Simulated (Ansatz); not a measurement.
Geometry optimisation, Ansatz 0.2.0, RKS PBE/def2-SVP.

input.yaml

```yaml
crystal:
  periodic: [false, false, false]
  atoms:
    - { symbol: Ge, position_ang: [-0.519305, -0.208641, -0.301137] }
    - { symbol: H, position_ang: [0.166329, 0.835019, 2.154264] }
    - { symbol: F, position_ang: [0.907414, -1.006591, 0.290775] }
    - { symbol: H, position_ang: [-0.317816, 1.307407, -0.412446] }
    - { symbol: F, position_ang: [-0.775942, -0.902304, -1.875566] }
    - { symbol: Cl, position_ang: [-2.236834, -0.792801, 0.936961] }
    - { symbol: H, position_ang: [-0.532645, 0.661811, 2.209149] }
basis:
  gaussian: { orbitals: def2-SVP }
hamiltonian:
  xc: pbe
relax:
  f_tol: 0.03
  max_steps: 50
```

Run as:

```bash
$ ansatz run input.yaml --threads 2 --pin off --max-ram 3072MiB --backend cpu --events-out ev --progress --plain --runs-dir out
```

Task: Where does it end, and by what steps?

Result: The forces met the threshold. After 4 steps the energy has fallen by 0.150 eV; H7 moved furthest, 0.49 Å.

```tsv
step	energy less start (eV)	largest force component (eV/Å)	accepted
0	0.0000	1.821	yes
1	-0.1227	0.187	yes
2	-0.1428	0.111	yes
3	-0.1488	0.050	yes
4	-0.1500	0.009	yes
```

```xyz
7
Properties=species:S:1:pos:R:3
Ge -0.589 -0.301 -0.466
H 0.330 1.021 2.564
F 0.829 -1.072 0.181
H -0.395 1.221 -0.539
F -0.774 -0.963 -2.064
Cl -2.285 -0.908 0.699
H -0.425 0.896 2.628
```

Whether the end is a true minimum wasn't checked by a vibrational analysis.

The run took 7 s on 2 threads of Intel(R) Xeon(R) Platinum 8488C (Sapphire Rapids) (shared host), peak memory 0.15 GiB.
